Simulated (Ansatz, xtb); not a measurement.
**Isomers of C5H9N3 in order of energy**

12 gas-phase structures of C5H9N3, from a drawn sample of its isomers (lower ones may exist). Each was relaxed with GFN2-xTB; where two conformers were screened, the lower at r2SCAN-D4/def2-SVP is listed:

A. `Cc1nn(C)nc1C`, a singlet
B. `CC(C)n1cnnc1`, a singlet
C. `CC(C)n1ccnn1`, a singlet
D. `Cc1c(N)cnn1C`, a singlet
E. `CCCc1ncn[nH]1`, a singlet
F. `CCn1cnnc1C`, a singlet
G. `Cc1nc(C)n(C)n1`, a singlet
H. `Cc1nnn(C)c1C`, a singlet
I. `CCc1n[nH]c(C)n1`, a singlet
J. `CCc1cnnn1C`, a singlet
K. `CNc1cnn(C)c1`, a singlet
L. `CCCn1nccn1`, a singlet

Problem. Which do you expect lowest at r2SCAN-D4/def2-SVP, and how would the others follow?

Solution. Calculated order at r2SCAN-D4/def2-SVP: I (0.0), G (1.0), E (5.6), F (13.7), A (13.9), D (15.3), B (18.3), H (19.9), L (20.7), K (24.3), J (24.7), C (25.4) kcal/mol. Less than 1 kcal/mol parts I and G; F and A; H and L; K and J; J and C, so the order within those pairs means little.

Energies above the lowest of each column, in kcal/mol; the last columns are at PBE-D3(BJ)/def2-SVP geometries and were run for some of them only (a dash: not run or not comparable):

| structure | GFN2-xTB | HF/STO-3G | r2SCAN-D4/def2-SVP | PBE-D3(BJ)/def2-SVP | CCSD(T)/def2-SVP + ΔMP2/def2-TZVPP |
| --- | --- | --- | --- | --- | --- |
| I | 6.5 | 1.5 | 0.0 | 0.0 | 0.0 |
| G | 0.0 | 0.0 | 1.0 | 0.9 | 1.5 |
| E | 11.4 | 7.1 | 5.6 | 5.1 | 5.0 |
| F | 8.6 | 8.1 | 13.7 | 12.9 | – |
| A | 14.0 | 12.0 | 13.9 | 12.9 | – |
| D | 18.3 | 25.0 | 15.3 | – | – |
| B | 12.0 | 12.9 | 18.3 | – | – |
| H | 18.0 | 14.5 | 19.9 | – | – |
| L | 20.8 | 19.4 | 20.7 | – | – |
| K | 21.9 | 31.4 | 24.3 | – | – |
| J | 22.8 | 18.9 | 24.7 | – | – |
| C | 23.4 | 20.5 | 25.4 | – | – |

CCSD(T)/def2-SVP + ΔMP2/def2-TZVPP puts I lowest of those it was run on; GFN2-xTB picks G, HF/STO-3G picks G. Some further structures that were screened fall inside this span and aren't listed. Flexible structures stand in one conformer each, not always the lowest. Frequencies (GFN2-xTB) were run for E, G, I alone. ΔMP2 is the change of the MP2 energy from the smaller to the larger basis.

Over these structures GFN2-xTB departs from r2SCAN-D4/def2-SVP by 3.0 kcal/mol on average once a common shift is removed. A GFN2-xTB relaxation took about 0.051 s and the r2SCAN-D4/def2-SVP energy about 0.69 s on a shared host (Ansatz 0.2.0, xtb 6.7.1).
